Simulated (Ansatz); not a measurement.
Ansatz results at the PBE0-D4/def2-TZVP geometry: LUMO energy (ωB97M-V/def2-TZVPP) 0.97 eV; HOMO energy (PBE/def2-TZVPP) -5.70 eV; HOMO–LUMO gap (B3LYP/def2-TZVPP) 5.63 eV.

Task: Which molecule gave them?
A. `CC1=C(C)B1`
B. `N[CH2][Zn][SiH3]`
C. `BBC(=N)O`
D. `[SiH3][SiH]1CS1`

Result: D. The others give `CC1=C(C)B1`: 2.22, -6.15, 7.53; `N[CH2][Zn][SiH3]`: 0.45, -4.60, 4.30; `BBC(=N)O`: 0.13, -6.53, 5.73.

B3LYP here is the variant with VWN-RPA as its local correlation; programs differ in this.
